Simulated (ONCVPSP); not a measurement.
# Before and after: ONCV potential for technetium (Tc)

* Element: technetium (Tc)
* Generator: ONCVPSP 4.0.1
* Type: optimised norm-conserving Vanderbilt (ONCV)
* Functional: PBE
* Relativity: scalar-relativistic
* Frozen core: [Ar] 3d10 4s2
* Valence charge: 13
* Reference configuration: 4p6 4d5 5s2
* Partial waves: 5s: rc 2.75 bohr, ncon 4, nbas 7, qcut 2 1/bohr, 2 projectors, debl 3.6 Ha; 4p: rc 1.85 bohr, ncon 4, nbas 7, qcut 7.5 1/bohr, 3 projectors, debl 3.7 Ha; 4d: rc 1.80 bohr, ncon 3, nbas 8, qcut 8 1/bohr, 2 projectors, debl 3.5 Ha
* Local potential: polynomial inside 1.50 bohr (lpopt 3, dvloc0 0 Ha)
* Core correction: Teter function, fcfact 4, rcfact 1.55

Change: local potential polynomial inside 1.50 bohr (lpopt 3, dvloc0 9.5 Ha).

Cutoffs: the cutoffs (Ha) at which the residual kinetic energy of the hardest occupied pseudo-wave falls to 1 and 0.1 mHa per electron; they do not see the model core or the augmentation charge, which bear on the density cutoff. Errors are all-electron minus pseudo energies relative to the spin-unpolarised reference configuration.

Question: Predict the effect on cutoff, ghosts and configuration errors.

Answer: The potential gets neither clearly harder nor softer (21 Ha and 25 Ha → 21 Ha and 25 Ha); the lowest positive-energy flag moves from s at 27.9 eV to s at 139.1 eV; the errors of the 4 common tests hardly move; the range in which the s phases agree widens (upper end 0.8 → 2.0); neither file shows a bound ghost.

```tsv
quantity	base	changed
cutoff, loose	21 Ha	21 Ha
cutoff, tight	25 Ha	25 Ha
bound ghosts	none	none
GHOST(+) flags under 300 eV	s at 27.9 eV	s at 139.1 eV
error for 4p6 4d5 5s1, meV [ΔE 8.15 eV]	-4.5	-5.0
error for 4p6 4d5 5s0, meV [ΔE 23.01 eV]	-22	-22
error for 4p6 4d4 5s0, meV [ΔE 51.71 eV]	+48	+48
error for 4p6 4d6 5s0, meV [ΔE 6.17 eV]	-63	-63
s: phases at 2.79 bohr within 0.05 rad from the reference energy up to (Ha; the scan ends near 5)	0.8	2.0
p: phases at 1.88 bohr within 0.05 rad from the reference energy up to (Ha; the scan ends near 5)	to the end of the scan	to the end of the scan
d: phases at 1.83 bohr within 0.05 rad from the reference energy up to (Ha; the scan ends near 5)	to the end of the scan	to the end of the scan
rms error of d²Exc/dni dnj with the model core, mHa	0.62	0.62
```
